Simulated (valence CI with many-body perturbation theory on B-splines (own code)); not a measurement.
The numbers below are computed, except where a source is named.
# From CI to CI+MBPT in Sn36+

Method: relativistic CI+MBPT: four valence electrons over a frozen Dirac-Fock core [Ne], a basis of 11 s, 11 p, 9 d, 7 f, 5 g, 2 h, 1 i functions for each j, with the one-electron correlation potential Σ1 (screened to all orders), the two-electron term Σ2, the three-electron term Σ3, Breit, model QED; selected single and double excitations, second order for the rest (own B-spline code, finite nucleus).

The last digits are not significant, and no measured levels were compared; by estimate large intervals hold to a few tenths of a per cent, small ones and those within an open d or f shell to about a per cent.

Each rung adds one term. CI alone is the Dirac-Coulomb CI over the frozen core; QED comes last and gives the full result, which names the levels. Energies are above (3s^2 3p1/2^2) J=0 on the same rung, in cm⁻¹.

Levels are named by their leading jj configuration (3d3/2^4 stands for four electrons in 3d with j = 3/2), which in mixed levels can hold well under half, so a name can repeat and another be missing. Letters in brackets count levels of one name in rising energy.

| Level | CI alone |
| --- | --- |
| (3s^2 3p1/2 3p3/2) J=1 | 408478 |
| (3s^2 3p1/2 3p3/2) J=2 | 456237 |
| (3s^2 3p3/2^2) J=2 | 897958 |
| (3s^2 3p3/2^2) J=0 | 1000390 |
| (3s 3p1/2^2 3p3/2) J=2 | 1137630 |
| (3s 3p1/2^2 3p3/2) J=1 | 1285060 |
| (3s^2 3p1/2 3d3/2) J=2 | 1484060 |
| (3s 3p1/2 3p3/2^2) J=2 [a] | 1497010 |
| (3s 3p1/2 3p3/2^2) J=3 | 1575900 |
| (3s^2 3p1/2 3d3/2) J=1 | 1672030 |
| (3s 3p1/2 3p3/2^2) J=0 | 1690500 |
| (3s^2 3p1/2 3d5/2) J=2 | 1713420 |
| (3s^2 3p1/2 3d5/2) J=3 | 1720260 |
| (3s 3p1/2 3p3/2^2) J=1 [a] | 1754920 |
| (3s 3p1/2 3p3/2^2) J=2 [b] | 1803450 |
| (3s 3p1/2 3p3/2^2) J=1 [b] | 1839360 |

(1) What do these energies become with core correlation, Breit and QED?

(2) How does the ionisation energy move along the ladder, and which term matters most?

## Answers

(1) (3s^2 3p1/2 3p3/2) J=1 403596 (-4882); (3s^2 3p1/2 3p3/2) J=2 449952 (-6285); (3s^2 3p3/2^2) J=2 887141 (-10817); (3s^2 3p3/2^2) J=0 989914 (-10474); (3s 3p1/2^2 3p3/2) J=2 1129320 (-8314); (3s 3p1/2^2 3p3/2) J=1 1275420 (-9636); (3s^2 3p1/2 3d3/2) J=2 1471000 (-13059); (3s 3p1/2 3p3/2^2) J=2 [a] 1484820 (-12195); (3s 3p1/2 3p3/2^2) J=3 1560960 (-14935); (3s^2 3p1/2 3d3/2) J=1 1655400 (-16630); (3s 3p1/2 3p3/2^2) J=0 1677650 (-12842); (3s^2 3p1/2 3d5/2) J=2 1696350 (-17079); (3s^2 3p1/2 3d5/2) J=3 1701870 (-18384); (3s 3p1/2 3p3/2^2) J=1 [a] 1739270 (-15650); (3s 3p1/2 3p3/2^2) J=2 [b] 1784720 (-18727); (3s 3p1/2 3p3/2^2) J=1 [b] 1820980 (-18384).

(2) CI alone 2442.3, + Σ1 2443.3, + Σ2 2443.2, + Σ3 2443.1, + Breit 2440.7, + QED 2440.8 eV. The largest step is Breit, -2.3 eV. NIST lists 2443 ± 5 eV (semi-empirical).
